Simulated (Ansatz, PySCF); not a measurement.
Pair of molecules: ammonia borane (SMILES [BH3-][NH3+]) (first 8 atoms) with C2H4 (SMILES C=C); geometry from B3LYP-D3(BJ)/def2-TZVP, rigid monomers moved along the line of their centres of mass till H8···C10 is 2.29 Å.
(charge 0, multiplicity 1):
```xyz
14

B     -0.92883     0.28963     0.29841
N      0.63216    -0.16702     0.57008
H     -1.04450     1.36596     0.83879
H     -1.60657    -0.57364     0.80756
H     -1.04869     0.34362    -0.90279
H      1.28372     0.50425     0.17446
H      0.82646    -1.07244     0.15281
H      0.81250    -0.23274     1.57232
C      0.27487     0.61049     3.63039
C     -0.11952    -0.65700     3.61584
H      1.10554     0.94178     4.24259
H     -0.23282     1.36188     3.03680
H     -0.95961    -0.97544     3.00960
H      0.37325    -1.41367     4.21514
```

Monomers are frozen at their geometry in the pair; levels with a basis set take the counterpoise correction. Rows marked so take none.

Rows in 3-21G, STO-3G carry no dispersion term and start afresh at each structure.

Codes used: Ansatz (Gaussian orbitals); PySCF for 3-21G rows, STO-3G rows, the dispersion terms. Values without a source in brackets are computed.

Question: One of these levels gives -4.34 kcal/mol for the interaction energy. Which one is it?
A. r2SCAN-D3(BJ)/def2-TZVPPD
B. B3LYP/def2-TZVPPD
C. HF/STO-3G (no counterpoise)
D. B3LYP/3-21G (no counterpoise)

Answer: D, B3LYP/3-21G (no counterpoise). The others give -0.03 (HF/STO-3G (no counterpoise)), -3.91 (r2SCAN-D3(BJ)/def2-TZVPPD), -0.79 (B3LYP/def2-TZVPPD)

Ansatz is a first-principles code.
